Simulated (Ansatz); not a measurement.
Job for Ansatz (a program for electronic structure): R-wB97X-V/def2-TZVPPD on FH4N (a complex), monomers drawn apart or pushed together. Files ending in .json are basis or fitting sets from the Basis Set Exchange.

Ansatz 0.2 input:
```yaml
crystal:
  periodic: [false, false, false]
  atoms:
    - {symbol: N, position_ang: [0.03820228, 0.17655272, 0.30490449]}
    - {symbol: H, position_ang: [-0.23874454, -0.74046460, -0.02745915]}
    - {symbol: H, position_ang: [-0.60024194, 0.85723204, -0.09151782]}
    - {symbol: H, position_ang: [0.96518207, 0.37179989, -0.05658345]}
    - {symbol: F, position_ang: [0.00302018, 0.30119432, 3.61064861]}
    - {symbol: H, position_ang: [0.01326086, 0.26494242, 2.64918407]}
basis:
  gaussian:
    orbitals: def2-TZVPPD.json
hamiltonian:
  xc: {name: wB97X-V}
scf: {lower_state_search: off}
```

Program output:

```
WARN ansatz: RAYON_NUM_THREADS=2 ignored (pool sized by the plan → 2); use --threads N
Functional definition: wB97X-V
these checks for a lower state are left out or cut short: stability, starts, cluster_reference, orbital_swaps, neighbouring_geometries, increment
integrals: 0.04 GiB planned
612 factors; their error is unknown
integrals: 0.08 GiB planned
195 factors; integrals over basis functions are off by at most 3.4e-5 eV
mean field: 0.52 GiB planned
mean field evaluation 1: about -4268.8975 eV, gradient 5.0e1 eV
mean field evaluation 2: about -4269.3982 eV, gradient 4.9e1 eV
mean field evaluation 4: about -4273.0723 eV, gradient 1.5e0 eV
mean field evaluation 8: about -4273.0811 eV, gradient 3.0e-1 eV
mean field evaluation 16: about -4273.0811 eV, gradient 3.3e-6 eV
mean field -4273.08114994 eV, -157.0328358619 hartree, gradient 3.3e-6 eV, S^2 0.000000; 0 other end points of the search recorded, 0 dependent functions left out
reference -4273.08114766 eV, -157.0328357780 hartree; 10, 10 occupied and 135, 135 virtual orbitals, 612 factors
Total energy: -4273.08114766 eV, -157.0328357780 hartree
Checks for a lower state left out: stability, starts, cluster_reference, orbital_swaps, neighbouring_geometries, increment
```

The run converged.

Cost: around 3 core-seconds (rough).
